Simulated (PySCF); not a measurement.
Peak assignment

Atoms are numbered as in `[CH3:1][C:2]#[C:3][C:4]#[C:5][C:6]#[N:7]`. Hydrogens are named by the atom that carries them.

Non-relativistic, no solvent, averaged over atoms made equivalent by symmetry, fast rotation or ring inversion, single conformer. NMR shieldings at PBE0/pcSseg-1/GIAO; GFN2-xTB geometry; B3LYP/pcJ-1 coupling constants (spin–dipole term only in couplings to heteroatoms); PySCF 2.14.

δ = σ(ref) − σ, references computed at the same level: ¹³C vs TMS.

Question: Assign these signals to the numbered atoms. ¹³C{¹H} NMR (computed): δ 112.6, 85.4, 72.1, 72.0, 55.0, 5.3.

Answer: 
| δ (ppm) | atoms | environment | reason |
| --- | --- | --- | --- |
| 112.6 | C6 | nitrile carbon | this is the usual window of a C≡N carbon, which has no attached hydrogen |
| 85.4 | C2 | alkyne carbon | sp carbons lie upfield of alkene carbons because the cylindrical π system leaves one tensor component strongly shielded |
| 72.1 | C3 | alkyne carbon | – |
| 72.0 | C4 | alkyne carbon | – |
| 55.0 | C5 | alkyne carbon | – |
| 5.3 | C1 | propargylic methyl carbon | saturated and bonded to C and H only |

C3 and C4 lie closer than the usual error of such a calculation, so a measured spectrum could show them in the other order.

Shifts are as computed. Against solution values, carbons near 30 ppm lie about +3 ppm off and those near 130 ppm about +5 ppm. Of 1211 compounds with measured shifts, 218 miss one by over three times the rms of a fit or turn the order of signals round; such compounds aren't used in these exercises.
